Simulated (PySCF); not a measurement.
[AlBrH3]-: core ionisation energies

Compound: AlBrH₃ (charge -1).
Atom-mapped SMILES: `[AlH3-:1][Br:2]`

The calculation used delta-SCF UKS SCAN, pcX-2 on the ionised atom, pcseg-1 elsewhere, spin-free X2C (PySCF). Vertical ΔSCF values, vacuum level as zero.

Task: Give the core binding energies atom by atom.

Result: 
```json
{"atom(s)": "Al1", "bonded to": "Br and 3 H", "level": "Al 1s", "binding energy (eV)": "1560.97", "count": "1"}
```

Task: Give the binding energy of Al 1s of Al1 in hartree and in kJ/mol.

Result: 1560.97 eV = 57.3646 Eh = 150611 kJ/mol.

Task: Which photon energy gives electrons from Al 1s of Al1 a kinetic energy of 20 eV, and what is their de Broglie wavelength?

Result: hν = 1560.97 + 20 = 1580.97 eV, recoil neglected; λ = 12.264 Å/√(E/eV) = 2.74 Å.

No level of bromine is listed. The species carries charge -1, so core ionisation leaves a neutral species. The basis sets have no added diffuse functions. Geometry: PBE0-D3(BJ)/def2-SVP; no solvent, vibrations or thermal averaging.
